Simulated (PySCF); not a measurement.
Predicted microwave data (PBE0-D3(BJ)/def2-SVP geometry optimisation, gas phase in PySCF) for one isomer of C6H12GeO:

```
Rotational constants : A = 2665, B = 1014, C = 974.1 MHz
Dipole components    : |μa| = 0.14 D, |μb| = 1.85 D, |μc| = 0.32 D
Inertial defect      : -169.20 u·Å²
κ                    : -0.95
```

Problem. Which candidate fits, each taken in the one conformer that was computed?
A. `[CH3:1][O:2][CH2:3][C:4]1=[CH:5][CH2:6][GeH2:7][CH2:8]1` with C1–O2–C3–C4 -176°, O2–C3–C4–C5 -129°
B. `[CH3:1][O:2][CH2:3][GeH:4]1[CH2:5][CH:6]=[CH:7][CH2:8]1` with C1–O2–C3–Ge4 179°, O2–C3–Ge4–C5 52°
C. `[CH3:1][C:2](=[O:3])[GeH:4]1[CH2:5][CH2:6][CH2:7][CH2:8]1` with C1–C2–Ge4–C5 -141°, C2–Ge4–C5–C6 -123°, Ge4–C5–C6–C7 35°, C5–C6–C7–C8 -52°, C6–C7–C8–Ge4 39°

Solution. C. It is C[C](=O)[GeH]1[CH2]CC[CH2]1, a near-prolate asymmetric top, point group C1. The candidates at the same level (rigid rotor, commonest isotopes):

| SMILES | A (MHz) | B (MHz) | C (MHz) | μa (D) | μb (D) | μc (D) | Δ (u·Å²) | point group | rotor |
| --- | --- | --- | --- | --- | --- | --- | --- | --- | --- |
| C[C](=O)[GeH]1[CH2]CC[CH2]1 | 2665 | 1014 | 974.1 | 0.14 | 1.85 | 0.32 | -169.20 | C1 | near-prolate asymmetric top |
| CO[CH2][GeH]1[CH2]C=C[CH2]1 | 2347 | 980.8 | 898.6 | 1.38 | 0.41 | 0.00 | -168.16 | Cs | asymmetric top |
| COCC1=C[CH2][GeH2][CH2]1 | 3743 | 632.4 | 563.0 | 0.99 | 0.66 | 0.75 | -36.50 | C1 | near-prolate asymmetric top |

`CO[CH2][GeH]1[CH2]C=C[CH2]1` has A 12 % too low; `COCC1=C[CH2][GeH2][CH2]1` has C 42 % too low. No structure here is proved a minimum.
